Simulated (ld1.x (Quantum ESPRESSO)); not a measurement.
## What one change does to a pseudopotential (Sb, TM semilocal)

* Element: Sb
* Generator: ld1.x (Quantum ESPRESSO) 7.5
* Type: norm-conserving Troullier–Martins (semilocal form)
* Functional: PBE
* Relativity: scalar-relativistic
* Frozen core: [Kr]
* Valence charge: 15
* Reference configuration: 4d10 5s2 5p2 (charge +1)
* Partial waves: 5p (bound): rc 1.85 bohr; 4d (bound): rc 1.15 bohr; 4f channel at -0.05 Ry: rc 1.60 bohr; 5s (bound): rc 1.60 bohr
* Local potential: the s channel
* Core correction: none

All-electron outer shells of the reference configuration (PBE, scalar-relativistic, ld1.x):

```
shell  level (eV)  outermost node (bohr)  outermost maximum (bohr)
   4p     -110.31                   0.39                      0.76
   4d      -42.01                   0.38                      0.84
   5s      -20.64                   0.95                      1.88
   5p      -11.99                   1.04                      2.24
```

Change: wave 5s (bound): rc 1.60 bohr becomes 5s (bound): rc 1.30 bohr.

Cutoffs: the cutoffs (Ry, on a coarse ladder) from which the occupation-weighted sum of valence levels, in a spherical-Bessel basis at the reference potential, stays within 10 and 1 mRy of its value at 400 Ry; they do not see the model core or the augmentation charge, which bear on the density cutoff. Errors are all-electron minus pseudo energies relative to the spin-unpolarised reference configuration.

Task: Predict the effect on cutoff, ghosts and configuration errors.

Result: The potential gets harder (110 Ry and 180 Ry → 140 Ry and 230 Ry); a bound ghost appears in s, which as a rule spoils a file; of the 7 tests that both files solve, the error grows in 7 and shrinks in 0 by more than 15 % and 0.3 meV (median size 4.5 → 20.0 meV); the range in which the s phases agree narrows (upper end 1.9 → -1.1). A smaller radius makes the pseudo-wave follow the all-electron one further in, where it bends more sharply, so more plane waves are needed. That the errors move this way runs against the usual rule that smaller radii transfer better. A semilocal file is local in each channel, so a ghost entry of none says nothing of the separable form that plane-wave codes build from it.

```csv
quantity,base,changed
"cutoff, loose",110 Ry,140 Ry
"cutoff, tight",180 Ry,230 Ry
loose cutoff by channel (10 mRy a level),"p 10 Ry, d 90 Ry, s 30 Ry","p 10 Ry, d 90 Ry, s 110 Ry"
bound ghosts,none,s (extra level of the local part)
"error for 4d10 5s2 5p3, meV [ΔE -8.32 eV]",+4.5,+11
"error for 4d10 5s2 5p1, meV [ΔE 15.97 eV]",+0.6,+20
"error for 4d10 5s2 5p0, meV [ΔE 40.38 eV]",+12,+123
"error for 4d10 5s1 5p3, meV [ΔE 8.73 eV]",+1.1,+39
"error for 4d10 5s2 5p3.3, meV [ΔE -9.48 eV]",+6.0,+15
"error for 4d10 5s2 5p2.5, meV [ΔE -5.05 eV]",+2.0,+4.2
"error for 4d9 5s2 5p3, meV [ΔE 32.42 eV]",-157,+849
s: phases at 1.99 bohr within 0.05 rad from the reference energy up to (Ry; the scan ends near 5),1.9,-1.1
p: phases at 1.99 bohr within 0.05 rad from the reference energy up to (Ry; the scan ends near 5),1.4,1.4
d: phases at 1.99 bohr within 0.05 rad from the reference energy up to (Ry; the scan ends near 5),to the end of the scan,to the end of the scan
f: phases at 1.99 bohr within 0.05 rad from the reference energy up to (Ry; the scan ends near 5),3.9,3.9
```

 A true bound ghost makes a file unfit for plane-wave use even where its test errors are small: the radial tests pick states by their node count and pass the ghost by.
